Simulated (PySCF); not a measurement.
C₈H₈N₂S, SMILES n1(cccc1-c1scnc1)C. Atoms are numbered in the order given.

```xyz
19

C     -1.5447     1.8999    -0.0301
N     -1.7404     0.4651    -0.0835
C     -2.9643    -0.1465    -0.2031
C     -2.7813    -1.5181    -0.1907
C     -1.3884    -1.7488    -0.0612
C     -0.7557    -0.5081     0.0048
C      0.6622    -0.2439     0.1729
C      1.5643    -0.9987     0.8993
N      2.8734    -0.6099     0.8412
C      3.0206     0.4383     0.0894
S      1.5479     1.0351    -0.6360
H     -0.8581     2.1676     0.7857
H     -2.5130     2.3830     0.1559
H     -1.1332     2.2935    -0.9738
H     -3.8718     0.4475    -0.2869
H     -3.5650    -2.2677    -0.2748
H     -0.8768    -2.7084    -0.0407
H      1.2749    -1.8559     1.5089
H      3.9703     0.9474    -0.0896
```

Coordinates come from a B3LYP-D3(BJ)/def2-SVP optimisation. The structure was generated by enumeration, and PubChem lists no compound with its InChIKey, so it may never have been made. The values are those of a single conformer.

Method: CAM-B3LYP/def2-SVP run with PySCF.

The molecule is in vacuum.

```json
{
  "total_energy": "-816.69365 hartree",
  "highest_occupied_level": "-6.96 eV",
  "lowest_empty_level": "0.12 eV",
  "orbital_gap": "7.08 eV",
  "dipole_moment": "3.09 D",
  "quadrupole, principal values (traceless, Buckingham form, about the centre of nuclear charge)": "-9.37, 1.99, 7.38 D·Å",
  "mean_static_polarisability": "110.5 bohr³ (16.38 Å³)",
  "polarisability_principal_values": "60.5, 111.0, 160.2 bohr³"
}
```
